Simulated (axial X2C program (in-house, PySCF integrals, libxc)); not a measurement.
# Low determinants of NaNb at the PBE0 level, with spin–orbit coupling

Computed with an in-house all-electron X2C program for linear molecules (integrals from PySCF). Two-component (2c) means X2C with spin–orbit coupling and atomic mean-field two-electron Coulomb and Gaunt terms. Basis: Nb dyall-cv3z [11s12p9d5f3g], Na dyall-cv3z [9s8p5d2f] (cores contracted in-house); Gaussian nuclei, density fitting, unrestricted open shells. Masses: Nb 92.906 u, Na 22.990 u.

Search at 3.166 Å (vertical energies from the lowest determinant):

```json
{"ΔE (eV)": "0.00", "state": "Ω = 1", "electrons beyond evenly filled partner blocks": "ω = -3/2, ω = 5/2", "electrons in ±ω = 1/2, 3/2, 5/2, 7/2": "36 13 3 0"}
{"ΔE (eV)": "0.01", "state": "Ω = 2", "electrons beyond evenly filled partner blocks": "ω = -1/2, ω = 5/2", "electrons in ±ω = 1/2, 3/2, 5/2, 7/2": "35 14 3 0"}
{"ΔE (eV)": "0.05", "state": "Ω = 3", "electrons beyond evenly filled partner blocks": "ω = 1/2, ω = 5/2", "electrons in ±ω = 1/2, 3/2, 5/2, 7/2": "35 14 3 0"}
{"ΔE (eV)": "0.10", "state": "Ω = 4", "electrons beyond evenly filled partner blocks": "ω = 3/2, ω = 5/2", "electrons in ±ω = 1/2, 3/2, 5/2, 7/2": "36 13 3 0"}
{"ΔE (eV)": "0.75", "state": "Ω = 2", "electrons beyond evenly filled partner blocks": "2 × ω = 1/2, ω = -3/2, ω = 5/2", "electrons in ±ω = 1/2, 3/2, 5/2, 7/2": "36 13 3 0"}
{"ΔE (eV)": "0.81", "state": "Ω = 4", "electrons beyond evenly filled partner blocks": "3 × ω = 1/2, ω = 5/2", "electrons in ±ω = 1/2, 3/2, 5/2, 7/2": "35 14 3 0"}
{"ΔE (eV)": "1.31", "state": "Ω = 2", "electrons beyond evenly filled partner blocks": "ω = 1/2, ω = 3/2", "electrons in ±ω = 1/2, 3/2, 5/2, 7/2": "37 13 2 0"}
```

Lowest determinant, Ω = 1 (⟨Sz⟩ = 2.00, ⟨Lz⟩ = -1.00 at PBE0): Re = 3.160 Å, ωe = 150.8 cm⁻¹.

The determinant in row 2 of the search, Ω = 2 (⟨Sz⟩ = 2.00, ⟨Lz⟩ = 0.00 at PBE0), was followed along the bond at PBE0; measured from the minimum of the lowest determinant it gives:

Te = 0.008 eV (64 cm⁻¹), Re = 3.152 Å, ωe = 143.9 cm⁻¹.

**Question.** Compare the bond of the determinant in row 2 with that of the lowest one.

**Answer.** At PBE0 its Re is 0.008 Å shorter and its force constant, which goes as ωe², is 0.91 times that of the lowest determinant. T0 ≈ Te + Δωe/2 = 64 + (-3) = 61 cm⁻¹.

The search compares states at one distance, so a state with another bond length can lie lower; it is not exhaustive and yields mostly the lowest determinant of each block pattern, so other components and higher states of one pattern are missing. These are energies of single determinants, not of spin-adapted states; PBE0 term energies can be off by some tenths of an eV, and the functional has no current term. Open-shell Ω = 0 determinants with evenly filled partner blocks cannot be reached by this program, so the Ω shown need not be the lowest component. The lowest determinant need not be the ground state where others lie within half an eV.
